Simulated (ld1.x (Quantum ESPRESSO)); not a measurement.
## Varying the ultrasoft potential for H (Z = 1)

Base potential:

| Property | Result |
| --- | --- |
| Element | H |
| Generator | ld1.x (Quantum ESPRESSO) 7.5 |
| Type | ultrasoft |
| Functional | LDA (PZ) |
| Relativity | scalar-relativistic |
| Frozen core | none |
| Valence charge | 1 |
| Reference configuration | 1s1 |
| Partial waves | 1s (bound): rcut 0.60, rcutus 0.75 bohr; 1s channel at 2.1 Ry: rcut 0.60, rcutus 0.75 bohr |
| Local potential | all-electron potential smoothed inside 0.60 bohr (lloc = -1) |
| Core correction | none |
| Augmentation charge | PSQ, radius 0.65 bohr |

All-electron outer shells of the reference configuration (LDA (PZ), scalar-relativistic, ld1.x):

```
shell  level (eV)  outermost node (bohr)  outermost maximum (bohr)
   1s       -6.36                      –                      1.05
```

Cutoffs, loose and tight: the cutoffs (Ry, on a coarse ladder) from which the occupation-weighted sum of valence levels, in a spherical-Bessel basis at the reference potential, stays within 10 and 1 mRy of its value at 400 Ry. They do not see the model core or the augmentation charge, which bear on the density cutoff. Test errors are all-electron minus pseudo excitation energies from the reference, over the configurations 1s0.5 (two spin-polarised tests are not counted in the largest error). A dash means not determined; rows that change the core or the reference have their own tests.

| change | outcome | cutoff, loose | cutoff, tight | bound ghosts |
| --- | --- | --- | --- | --- |
| base | generated | 25 Ry | 50 Ry | none |
| local potential all-electron potential smoothed inside 0.90 bohr (lloc = -1) | generated | 25 Ry | 50 Ry | none |
| waves 1s (bound): rcut 0.60, rcutus 0.70 bohr; 1s channel at 2.1 Ry: rcut 0.60, rcutus 0.70 bohr | generated | 30 Ry | 55 Ry | none |
| augmentation built from norm-conserving waves at rcut, not smoothed further | generated | 25 Ry | 50 Ry | none |
| functional PBE | generated | 30 Ry | 55 Ry | none |
| wave 1s channel at 2.1 Ry: rcut 0.60, rcutus 0.75 bohr becomes 1s channel at 1.33 Ry: rcut 0.60, rcutus 0.75 bohr | generated | 25 Ry | 50 Ry | none |
| waves 1s (bound): rcut 0.60, rcutus 0.74 bohr; 1s channel at 2.1 Ry: rcut 0.60, rcutus 0.74 bohr; augmentation PSQ, radius 0.64 bohr | generated | 25 Ry | 50 Ry | none |
| functional Wu–Cohen | generated | 30 Ry | 55 Ry | none |

**Question.** What comes out with this change to the base: waves 1s (bound): rcut 0.46, rcutus 0.58 bohr; 1s channel at 2.1 Ry: rcut 0.46, rcutus 0.58 bohr; local potential all-electron potential smoothed inside 0.46 bohr (lloc = -1); augmentation PSQ, radius 0.50 bohr?

**Answer.** outcome: generated; cutoff, loose: 30 Ry; cutoff, tight: 80 Ry; bound ghosts: none.
